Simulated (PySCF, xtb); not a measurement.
H4O2S2Si, SMILES O[Si](O)(S)S.

GFN2-xTB run with xtb at its own geometry gives an orbital gap of 5.08 eV and a dipole moment of 2.61 D.

Geometry: B3LYP-D3(BJ)/def2-SVP. One conformer was computed; it need not be the lowest.

Q: What does PySCF with CAM-B3LYP/def2-TZVP give? (Estimate from the structure and the level; the computed values follow.)

A: gap 10.11 eV (levels -9.07 and 1.04 eV), dipole 0.83 D.
